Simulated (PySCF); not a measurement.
Species: C6H11F3O2.
Structure used (PBE0-D3(BJ)/def2-SVP), in Å, numbered top down from 1:
```
atom  x, y, z in Å
C1    -1.9612   -1.8647   -0.1739
C2    -1.0819   -1.2712    0.9130
C3    -0.1483   -0.1891    0.4018
O4    -0.8400    0.8616   -0.2098
C5    -1.1358    1.9424    0.6261
O6     0.6917   -0.7792   -0.5506
C7     1.5087    0.0665   -1.2925
C8     2.7196    0.5633   -0.5270
F9     3.3846   -0.4291    0.0574
F10    3.5549    1.1922   -1.3587
F11    2.3843    1.4391    0.4353
H12   -2.6475   -2.6185    0.2387
H13   -2.5607   -1.0797   -0.6576
H14   -1.3479   -2.3442   -0.9497
H15   -1.6974   -0.8257    1.7124
H16   -0.4642   -2.0485    1.3908
H17    0.4530    0.2184    1.2412
H18   -1.6178    2.7136    0.0099
H19   -0.2216    2.3695    1.0787
H20   -1.8330    1.6677    1.4397
H21    1.8867   -0.5129   -2.1467
H22    0.9643    0.9459   -1.6717
```

Level of theory: PBE0-D3(BJ)/def2-SVP geometry optimisation, gas phase (PySCF).

Masses are those of the commonest isotopes; rigid-rotor values at the optimised geometry. The values belong to one conformer with, in the numbering `[CH3:1][CH2:2][C@H:3]([O:4][CH3:5])[O:6][CH2:7][C:8]([F:9])([F:10])[F:11]`, C1–C2–C3–O4 58°, C2–C3–O4–C5 94°, C2–C3–O6–C7 171°, C3–O6–C7–C8 77°.

Q: Give the principal moments of inertia and the rotational constants in cm⁻¹.

A: Ia = 274.26, Ib = 779.91, Ic = 904.69 u·Å²; 505379 MHz·u·Å²/I gives 1843, 648.0 and 558.6 MHz, that is A = 0.06147, B = 0.02161, C = 0.01863 cm⁻¹.

Q: What kind of rotor is it?

A: An asymmetric top: κ = (2 × 648.0 − 1843 − 558.6)/(1843 − 558.6) = -0.86.

Q: Is it planar, by Δ = Ic − Ia − Ib?

A: Not planar: Δ = Ic − Ia − Ib = -149.48 u·Å². For a rigid frame Δ = −2 Σ m c², so Σ m c² = 74.74 u·Å² lies off the ab plane: 14.38 from hydrogen and 60.36 from heavier atoms. The atom farthest from that plane is 1.63 Å away.

Q: Where do the levels up to J = 2 lie, in cm⁻¹?

A: Above 0(0,0):
J = 1: 1(0,1) 0.0402, 1(1,1) 0.0801, 1(1,0) 0.0831
J = 2: 2(0,2) 0.1206, 2(1,2) 0.1576, 2(1,1) 0.1666, 2(2,1) 0.2861, 2(2,0) 0.2863
Those of J = 1 are B + C, A + C and A + B.

Q: Which types of transition are allowed, and where do some lines up to J = 2 fall?

A: The dipole components are |μa| = 1.40 D, |μb| = 1.17 D, |μc| = 0.06 D. Intensities carry the squares of the components, which stand as 1.00 : 0.70 : 0.00 (a : b : c). Some lines, for components of 0.1 D or more:

```csv
type,branch,"J(Ka,Kc)",MHz,lower level (cm⁻¹)
a,R,"1(0,1) ← 0(0,0)",1207,0.000
b,R,"2(0,2) ← 1(1,1)",1214,0.080
b,Q,"2(1,1) ← 2(0,2)",1378,0.121
a,R,"2(1,2) ← 1(1,1)",2324,0.080
b,R,"1(1,1) ← 0(0,0)",2401,0.000
a,R,"2(0,2) ← 1(0,1)",2408,0.040
a,R,"2(1,1) ← 1(1,0)",2503,0.083
b,R,"2(1,2) ← 1(0,1)",3519,0.040
b,Q,"2(2,0) ← 2(1,1)",3589,0.167
b,Q,"2(2,1) ← 2(1,2)",3852,0.158
b,R,"2(2,1) ← 1(1,0)",6087,0.083
b,R,"2(2,0) ← 1(1,1)",6181,0.080
```

Q: Estimate the classical rotational partition function at 10 K, 25 K and 50 K.

A: Point group C1, symmetry number σ = 1; q = (√π/σ)·√((kT/h)³/(ABC)), k/h = 20836.6 MHz/K: 6530 at 10 K, 25800 at 25 K, 73000 at 50 K.

No PBE0-D3(BJ)/def2-SVP frequencies stand behind this structure, so it isn't proved a minimum. Constants of a rigid frame at the computed geometry: no zero-point averaging, no centrifugal distortion. A rigid rotor knows nothing of internal rotation, which can split or shift real lines.
